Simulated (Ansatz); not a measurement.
**Molecular dynamics of H6O2Si2**

Input:

```yaml
crystal:
  periodic: [false, false, false]
  atoms:
    - { symbol: Si, position_ang: [-0.113692, -0.028191, -0.31145] }
    - { symbol: O, position_ang: [-0.876315, -0.529404, 1.104751] }
    - { symbol: Si, position_ang: [-1.387428, -0.487292, 2.722894] }
    - { symbol: H, position_ang: [-2.591934, -1.372076, 2.866825] }
    - { symbol: H, position_ang: [-0.290966, -0.988189, 3.623049] }
    - { symbol: H, position_ang: [-1.751198, 0.918255, 3.125774] }
    - { symbol: O, position_ang: [1.599837, -0.036187, -0.182899] }
    - { symbol: H, position_ang: [2.126417, -0.845169, -0.080354] }
    - { symbol: H, position_ang: [-0.429901, 1.405121, -0.595689] }
    - { symbol: H, position_ang: [-0.57842, -0.969669, -1.387802] }
basis:
  gaussian: { orbitals: "6-31G" }
hamiltonian:
  xc: r2scan
md:
  timestep: 1.0
  n_steps: 166
  ensemble: nvt_nose_hoover
  temperature: 300.0
  initial_velocities: maxwell_boltzmann
  seed: 945998
```

Launched with:

```bash
$ ansatz run input.yaml --threads 2 --pin off --max-ram 3072MiB --backend cpu --events-out ev --progress --plain --runs-dir out
```

It starts from a relaxed structure.

Output, in part (one step line in 2, the closing report, with atoms numbered from 0):

```
md step     0: t =     0.00 fs  T =   300.0 K  F+E_penalty+E_count = -19941.49692558 eV  E_kin = 0.310224 eV  conserved = -19941.18670158 eV  (23 SCF iters)
md step     2: t =     2.00 fs  T =   226.3 K  F+E_penalty+E_count = -19941.41735388 eV  E_kin = 0.233990 eV  conserved = -19941.18336881 eV  (27 SCF iters)
md step     4: t =     4.00 fs  T =   163.1 K  F+E_penalty+E_count = -19941.34999400 eV  E_kin = 0.168688 eV  conserved = -19941.18135067 eV  (27 SCF iters)
md step     6: t =     6.00 fs  T =   209.9 K  F+E_penalty+E_count = -19941.40145806 eV  E_kin = 0.217040 eV  conserved = -19941.18456790 eV  (27 SCF iters)
md step     8: t =     8.00 fs  T =   215.7 K  F+E_penalty+E_count = -19941.40818812 eV  E_kin = 0.223058 eV  conserved = -19941.18546213 eV  (27 SCF iters)
md step    10: t =    10.00 fs  T =   132.3 K  F+E_penalty+E_count = -19941.31843032 eV  E_kin = 0.136774 eV  conserved = -19941.18217706 eV  (28 SCF iters)
md step    12: t =    12.00 fs  T =   117.6 K  F+E_penalty+E_count = -19941.30224321 eV  E_kin = 0.121558 eV  conserved = -19941.18138301 eV  (20 SCF iters)
md step    14: t =    14.00 fs  T =   209.1 K  F+E_penalty+E_count = -19941.40003615 eV  E_kin = 0.216232 eV  conserved = -19941.18483005 eV  (27 SCF iters)
md step    16: t =    16.00 fs  T =   240.5 K  F+E_penalty+E_count = -19941.43282477 eV  E_kin = 0.248690 eV  conserved = -19941.18569314 eV  (27 SCF iters)
md step    18: t =    18.00 fs  T =   173.5 K  F+E_penalty+E_count = -19941.35938052 eV  E_kin = 0.179417 eV  conserved = -19941.18203906 eV  (26 SCF iters)
md step    20: t =    20.00 fs  T =   180.3 K  F+E_penalty+E_count = -19941.36611708 eV  E_kin = 0.186487 eV  conserved = -19941.18217911 eV  (20 SCF iters)
md step    22: t =    22.00 fs  T =   251.6 K  F+E_penalty+E_count = -19941.44302835 eV  E_kin = 0.260205 eV  conserved = -19941.18606370 eV  (27 SCF iters)
md step    24: t =    24.00 fs  T =   211.1 K  F+E_penalty+E_count = -19941.39843374 eV  E_kin = 0.218249 eV  conserved = -19941.18421790 eV  (27 SCF iters)
md step    26: t =    26.00 fs  T =   129.6 K  F+E_penalty+E_count = -19941.31111855 eV  E_kin = 0.134058 eV  conserved = -19941.18169475 eV  (27 SCF iters)
md step    28: t =    28.00 fs  T =   146.4 K  F+E_penalty+E_count = -19941.32840819 eV  E_kin = 0.151411 eV  conserved = -19941.18215878 eV  (27 SCF iters)
md step    30: t =    30.00 fs  T =   226.0 K  F+E_penalty+E_count = -19941.41364545 eV  E_kin = 0.233726 eV  conserved = -19941.18592801 eV  (26 SCF iters)
md step    32: t =    32.00 fs  T =   195.8 K  F+E_penalty+E_count = -19941.37978876 eV  E_kin = 0.202508 eV  conserved = -19941.18433094 eV  (26 SCF iters)
md step    34: t =    34.00 fs  T =   129.4 K  F+E_penalty+E_count = -19941.30719208 eV  E_kin = 0.133798 eV  conserved = -19941.18124248 eV  (27 SCF iters)
md step    36: t =    36.00 fs  T =   174.7 K  F+E_penalty+E_count = -19941.35553334 eV  E_kin = 0.180683 eV  conserved = -19941.18350873 eV  (27 SCF iters)
md step    38: t =    38.00 fs  T =   227.0 K  F+E_penalty+E_count = -19941.41067492 eV  E_kin = 0.234752 eV  conserved = -19941.18580598 eV  (26 SCF iters)
md step    40: t =    40.00 fs  T =   167.7 K  F+E_penalty+E_count = -19941.34561221 eV  E_kin = 0.173424 eV  conserved = -19941.18332912 eV  (27 SCF iters)
md step    42: t =    42.00 fs  T =   115.9 K  F+E_penalty+E_count = -19941.28889108 eV  E_kin = 0.119836 eV  conserved = -19941.18108570 eV  (20 SCF iters)
md step    44: t =    44.00 fs  T =   177.9 K  F+E_penalty+E_count = -19941.35468601 eV  E_kin = 0.183922 eV  conserved = -19941.18381089 eV  (26 SCF iters)
md step    46: t =    46.00 fs  T =   226.7 K  F+E_penalty+E_count = -19941.40535254 eV  E_kin = 0.234403 eV  conserved = -19941.18556461 eV  (26 SCF iters)
md step    48: t =    48.00 fs  T =   173.8 K  F+E_penalty+E_count = -19941.34666603 eV  E_kin = 0.179687 eV  conserved = -19941.18319445 eV  (26 SCF iters)
md step    50: t =    50.00 fs  T =   144.1 K  F+E_penalty+E_count = -19941.31262919 eV  E_kin = 0.148964 eV  conserved = -19941.18112257 eV  (27 SCF iters)
md step    52: t =    52.00 fs  T =   220.6 K  F+E_penalty+E_count = -19941.39422551 eV  E_kin = 0.228109 eV  conserved = -19941.18514081 eV  (26 SCF iters)
md step    54: t =    54.00 fs  T =   228.0 K  F+E_penalty+E_count = -19941.39967762 eV  E_kin = 0.235761 eV  conserved = -19941.18503338 eV  (25 SCF iters)
md step    56: t =    56.00 fs  T =   148.9 K  F+E_penalty+E_count = -19941.31344465 eV  E_kin = 0.153993 eV  conserved = -19941.18232583 eV  (27 SCF iters)
md step    58: t =    58.00 fs  T =   122.8 K  F+E_penalty+E_count = -19941.28434129 eV  E_kin = 0.126990 eV  conserved = -19941.18148295 eV  (26 SCF iters)
md step    60: t =    60.00 fs  T =   182.2 K  F+E_penalty+E_count = -19941.34754608 eV  E_kin = 0.188369 eV  conserved = -19941.18486643 eV  (27 SCF iters)
md step    62: t =    62.00 fs  T =   173.9 K  F+E_penalty+E_count = -19941.33680522 eV  E_kin = 0.179787 eV  conserved = -19941.18470195 eV  (27 SCF iters)
md step    64: t =    64.00 fs  T =   102.7 K  F+E_penalty+E_count = -19941.25852812 eV  E_kin = 0.106169 eV  conserved = -19941.18156652 eV  (26 SCF iters)
md step    66: t =    66.00 fs  T =   121.4 K  F+E_penalty+E_count = -19941.27737198 eV  E_kin = 0.125571 eV  conserved = -19941.18223906 eV  (27 SCF iters)
md step    68: t =    68.00 fs  T =   198.6 K  F+E_penalty+E_count = -19941.35830888 eV  E_kin = 0.205390 eV  conserved = -19941.18535403 eV  (27 SCF iters)
md step    70: t =    70.00 fs  T =   180.1 K  F+E_penalty+E_count = -19941.33545916 eV  E_kin = 0.186215 eV  conserved = -19941.18419112 eV  (26 SCF iters)
md step    72: t =    72.00 fs  T =   115.9 K  F+E_penalty+E_count = -19941.26405817 eV  E_kin = 0.119843 eV  conserved = -19941.18105851 eV  (27 SCF iters)
md step    74: t =    74.00 fs  T =   150.7 K  F+E_penalty+E_count = -19941.30026302 eV  E_kin = 0.155823 eV  conserved = -19941.18302835 eV  (27 SCF iters)
md step    76: t =    76.00 fs  T =   201.2 K  F+E_penalty+E_count = -19941.35192902 eV  E_kin = 0.208009 eV  conserved = -19941.18506111 eV  (27 SCF iters)
md step    78: t =    78.00 fs  T =   155.6 K  F+E_penalty+E_count = -19941.30097298 eV  E_kin = 0.160942 eV  conserved = -19941.18385894 eV  (26 SCF iters)
md step    80: t =    80.00 fs  T =    84.4 K  F+E_penalty+E_count = -19941.22258164 eV  E_kin = 0.087278 eV  conserved = -19941.18086387 eV  (26 SCF iters)
md step    82: t =    82.00 fs  T =   123.0 K  F+E_penalty+E_count = -19941.26339372 eV  E_kin = 0.127144 eV  conserved = -19941.18333136 eV  (26 SCF iters)
md step    84: t =    84.00 fs  T =   163.5 K  F+E_penalty+E_count = -19941.30438399 eV  E_kin = 0.169021 eV  conserved = -19941.18484568 eV  (27 SCF iters)
md step    86: t =    86.00 fs  T =   118.7 K  F+E_penalty+E_count = -19941.25352240 eV  E_kin = 0.122724 eV  conserved = -19941.18266712 eV  (27 SCF iters)
md step    88: t =    88.00 fs  T =    95.6 K  F+E_penalty+E_count = -19941.22617254 eV  E_kin = 0.098898 eV  conserved = -19941.18086597 eV  (27 SCF iters)
md step    90: t =    90.00 fs  T =   172.3 K  F+E_penalty+E_count = -19941.30615653 eV  E_kin = 0.178164 eV  conserved = -19941.18386803 eV  (27 SCF iters)
md step    92: t =    92.00 fs  T =   211.3 K  F+E_penalty+E_count = -19941.34381625 eV  E_kin = 0.218476 eV  conserved = -19941.18477458 eV  (25 SCF iters)
md step    94: t =    94.00 fs  T =   161.3 K  F+E_penalty+E_count = -19941.28629544 eV  E_kin = 0.166760 eV  conserved = -19941.18236441 eV  (26 SCF iters)
md step    96: t =    96.00 fs  T =   140.5 K  F+E_penalty+E_count = -19941.26135287 eV  E_kin = 0.145294 eV  conserved = -19941.18156654 eV  (26 SCF iters)
md step    98: t =    98.00 fs  T =   191.3 K  F+E_penalty+E_count = -19941.31310729 eV  E_kin = 0.197829 eV  conserved = -19941.18382231 eV  (27 SCF iters)
md step   100: t =   100.00 fs  T =   198.2 K  F+E_penalty+E_count = -19941.31725926 eV  E_kin = 0.204904 eV  conserved = -19941.18469229 eV  (27 SCF iters)
md step   102: t =   102.00 fs  T =   123.8 K  F+E_penalty+E_count = -19941.23344691 eV  E_kin = 0.127982 eV  conserved = -19941.18083068 eV  (27 SCF iters)
md step   104: t =   104.00 fs  T =   131.7 K  F+E_penalty+E_count = -19941.24030507 eV  E_kin = 0.136189 eV  conserved = -19941.18177526 eV  (27 SCF iters)
md step   106: t =   106.00 fs  T =   196.2 K  F+E_penalty+E_count = -19941.30608422 eV  E_kin = 0.202933 eV  conserved = -19941.18398207 eV  (27 SCF iters)
md step   108: t =   108.00 fs  T =   201.8 K  F+E_penalty+E_count = -19941.30769940 eV  E_kin = 0.208688 eV  conserved = -19941.18376902 eV  (27 SCF iters)
md step   110: t =   110.00 fs  T =   157.6 K  F+E_penalty+E_count = -19941.25625051 eV  E_kin = 0.162929 eV  conserved = -19941.18151714 eV  (27 SCF iters)
md step   112: t =   112.00 fs  T =   172.5 K  F+E_penalty+E_count = -19941.26912242 eV  E_kin = 0.178327 eV  conserved = -19941.18203917 eV  (26 SCF iters)
md step   114: t =   114.00 fs  T =   221.4 K  F+E_penalty+E_count = -19941.31815395 eV  E_kin = 0.228898 eV  conserved = -19941.18429323 eV  (27 SCF iters)
md step   116: t =   116.00 fs  T =   192.0 K  F+E_penalty+E_count = -19941.28264806 eV  E_kin = 0.198510 eV  conserved = -19941.18317166 eV  (27 SCF iters)
md step   118: t =   118.00 fs  T =   133.7 K  F+E_penalty+E_count = -19941.21673640 eV  E_kin = 0.138300 eV  conserved = -19941.18044748 eV  (27 SCF iters)
md step   120: t =   120.00 fs  T =   170.7 K  F+E_penalty+E_count = -19941.25419976 eV  E_kin = 0.176554 eV  conserved = -19941.18235455 eV  (27 SCF iters)
md step   122: t =   122.00 fs  T =   219.6 K  F+E_penalty+E_count = -19941.30269279 eV  E_kin = 0.227125 eV  conserved = -19941.18393600 eV  (27 SCF iters)
md step   124: t =   124.00 fs  T =   200.7 K  F+E_penalty+E_count = -19941.27743684 eV  E_kin = 0.207533 eV  conserved = -19941.18207459 eV  (26 SCF iters)
md step   126: t =   126.00 fs  T =   190.2 K  F+E_penalty+E_count = -19941.26316040 eV  E_kin = 0.196727 eV  conserved = -19941.18201518 eV  (26 SCF iters)
md step   128: t =   128.00 fs  T =   216.3 K  F+E_penalty+E_count = -19941.28662669 eV  E_kin = 0.223714 eV  conserved = -19941.18194410 eV  (26 SCF iters)
md step   130: t =   130.00 fs  T =   249.0 K  F+E_penalty+E_count = -19941.31896321 eV  E_kin = 0.257460 eV  conserved = -19941.18451491 eV  (26 SCF iters)
md step   132: t =   132.00 fs  T =   190.0 K  F+E_penalty+E_count = -19941.25118239 eV  E_kin = 0.196463 eV  conserved = -19941.18138055 eV  (26 SCF iters)
md step   134: t =   134.00 fs  T =   164.5 K  F+E_penalty+E_count = -19941.22149915 eV  E_kin = 0.170073 eV  conserved = -19941.18080335 eV  (26 SCF iters)
md step   136: t =   136.00 fs  T =   209.0 K  F+E_penalty+E_count = -19941.26672162 eV  E_kin = 0.216169 eV  conserved = -19941.18283124 eV  (26 SCF iters)
md step   138: t =   138.00 fs  T =   229.1 K  F+E_penalty+E_count = -19941.28399067 eV  E_kin = 0.236881 eV  conserved = -19941.18274987 eV  (28 SCF iters)
md step   140: t =   140.00 fs  T =   218.5 K  F+E_penalty+E_count = -19941.26878404 eV  E_kin = 0.225906 eV  conserved = -19941.18181297 eV  (27 SCF iters)
md step   142: t =   142.00 fs  T =   226.9 K  F+E_penalty+E_count = -19941.27394363 eV  E_kin = 0.234620 eV  conserved = -19941.18138549 eV  (27 SCF iters)
md step   144: t =   144.00 fs  T =   272.1 K  F+E_penalty+E_count = -19941.31845596 eV  E_kin = 0.281339 eV  conserved = -19941.18258878 eV  (27 SCF iters)
md step   146: t =   146.00 fs  T =   288.3 K  F+E_penalty+E_count = -19941.33249696 eV  E_kin = 0.298094 eV  conserved = -19941.18361985 eV  (27 SCF iters)
md step   148: t =   148.00 fs  T =   232.9 K  F+E_penalty+E_count = -19941.26929909 eV  E_kin = 0.240859 eV  conserved = -19941.18096678 eV  (27 SCF iters)
md step   150: t =   150.00 fs  T =   220.7 K  F+E_penalty+E_count = -19941.25417076 eV  E_kin = 0.228211 eV  conserved = -19941.18116114 eV  (24 SCF iters)
md step   152: t =   152.00 fs  T =   248.0 K  F+E_penalty+E_count = -19941.28165180 eV  E_kin = 0.256445 eV  conserved = -19941.18318554 eV  (27 SCF iters)
md step   154: t =   154.00 fs  T =   232.7 K  F+E_penalty+E_count = -19941.26144912 eV  E_kin = 0.240676 eV  conserved = -19941.18147795 eV  (27 SCF iters)
md step   156: t =   156.00 fs  T =   221.9 K  F+E_penalty+E_count = -19941.24888820 eV  E_kin = 0.229475 eV  conserved = -19941.18261130 eV  (27 SCF iters)
md step   158: t =   158.00 fs  T =   205.9 K  F+E_penalty+E_count = -19941.22781004 eV  E_kin = 0.212918 eV  conserved = -19941.18033781 eV  (27 SCF iters)
md step   160: t =   160.00 fs  T =   255.9 K  F+E_penalty+E_count = -19941.27962019 eV  E_kin = 0.264611 eV  conserved = -19941.18280355 eV  (27 SCF iters)
md step   162: t =   162.00 fs  T =   273.9 K  F+E_penalty+E_count = -19941.29536725 eV  E_kin = 0.283186 eV  conserved = -19941.18267079 eV  (27 SCF iters)
md step   164: t =   164.00 fs  T =   250.3 K  F+E_penalty+E_count = -19941.26679706 eV  E_kin = 0.258858 eV  conserved = -19941.18092518 eV  (27 SCF iters)
md step   166: t =   166.00 fs  T =   262.5 K  F+E_penalty+E_count = -19941.27793022 eV  E_kin = 0.271408 eV  conserved = -19941.18186173 eV  (24 SCF iters)
Total energy: -19941.27794186 eV, -732.8284476796 hartree
Atom 0 at    -0.158384    -0.155282    -0.395921 Å, force     0.639791    -0.183483     0.411626 eV/Å
Atom 1 at    -1.154445    -0.449595     0.957237 Å, force     0.243187     0.022390    -0.538767 eV/Å
Atom 2 at    -1.152216    -0.493607     2.665227 Å, force    -0.188634     1.508065     0.283049 eV/Å
Atom 3 at    -2.589091    -0.633887     3.050151 Å, force    -0.090342     0.114561     0.126762 eV/Å
Atom 4 at    -0.456601    -1.692742     3.103482 Å, force     0.614497    -0.721027     0.366842 eV/Å
Atom 5 at    -0.514495     0.799870     3.363235 Å, force    -0.508140    -1.069364    -0.666353 eV/Å
Atom 6 at     1.460058     0.148987     0.222375 Å, force    -0.063283    -0.769338    -0.277053 eV/Å
Atom 7 at     2.078197    -0.609661     0.359404 Å, force    -0.375573     0.548569    -0.048061 eV/Å
Atom 8 at    -0.542058     1.104742    -1.049279 Å, force    -0.179190     0.362159    -0.138232 eV/Å
Atom 9 at    -0.167207    -1.308872    -1.406130 Å, force    -0.092314     0.187468     0.480187 eV/Å
Dipole moment:     0.136589    -0.343790     0.002365 e Å
```

All steps were run. The conserved energy stayed within 0.66 meV per atom of its start (net change 0.48 meV per atom), so the integration is sound. The mean temperature of the second half is 33 % below the set value. A run of 0.17 ps of so small a system gives no equilibrium averages. Limits of this set-up: no polarisation functions.

The same pairs are bonded in the first frame and the last. Pairs count as bonded within 1.25 times the sum of covalent radii (0.12 Å more for H–H).

Last frame:

```xyz
10
Properties=species:S:1:pos:R:3
Si -0.158 -0.155 -0.396
O -1.154 -0.450 0.957
Si -1.152 -0.494 2.665
H -2.589 -0.634 3.050
H -0.457 -1.693 3.103
H -0.514 0.800 3.363
O 1.460 0.149 0.222
H 2.078 -0.610 0.359
H -0.542 1.105 -1.049
H -0.167 -1.309 -1.406
```

Time of the run: 6.1 min on 2 threads of Intel(R) Xeon(R) Platinum 8259CL CPU @ 2.50GHz (Skylake/Cascade Lake) (shared host), peak memory 0.15 GiB.
